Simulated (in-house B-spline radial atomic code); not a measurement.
Results of a calculation; reference values are marked as such.
**Correlation energy from the adiabatic connection: −Z/r, Z = 1.35, wall at 4.79 bohr**

Two electrons in a singlet, external potential −Z/r, Z = 1.35, wall at 4.79 bohr (atomic units). Full CI in B-splines (partial waves to l = 8, correlation up to 0.6 % small) with the density held fixed gives W(λ) = <V_ee>_λ − U, and E_c is the integral of W(λ) − W(0) from 0 to 1.

| λ | W(λ) − W(0) (hartree) |
| --- | --- |
| 0 | 0.00000 |
| 0.02 | -0.00192 |
| 0.05 | -0.00474 |
| 0.12 | -0.01111 |
| 0.25 | -0.02216 |
| 0.4 | -0.03379 |
| 0.6 | -0.04768 |
| 0.8 | -0.06001 |
| 1 | -0.07101 |

Integrate the table by the trapezoid rule.

The strips give -0.00002, -0.00010, -0.00055, -0.00216, -0.00420, -0.00815, -0.01077, -0.01310, which sum to -0.03905 hartree. The direct value, W(1) − W(0) + T_c with T_c = 0.03186, is -0.03915; the curve is convex, so chords lie above it and the trapezoids fall short in size by 0.25 %.

Now use only three numbers: W(0) = -0.65731, the initial slope W'(0) = -0.09651 (extrapolated from the first points) and the strong-coupling limit of the point-charge-plus-continuum model, W∞ = -0.89616. What do second-order theory and the interpolation W(λ) = W∞ + (W(0) − W∞)/√(1 + 2χλ) of Seidl, Perdew and Levy give?

Second order keeps the slope alone: E_c = W'(0)/2 = -0.04825, +23 % in size against -0.03915. Matching the slope fixes χ = W'(0)/(W∞ − W(0)) = -0.09651/(-0.23885) = 0.40406. Integrating, with s = √(1 + 2χ) = 1.344664, E_c = −(W(0) − W∞)(s − 1)/(s + 1) = −0.23885 × 0.344664/2.344664 = -0.03511 hartree, -10.3 % in size against the full result. At λ = 1 the formula gives W − W(0) = -0.06122 against -0.07101. Part of the miss can come from the model's W∞.
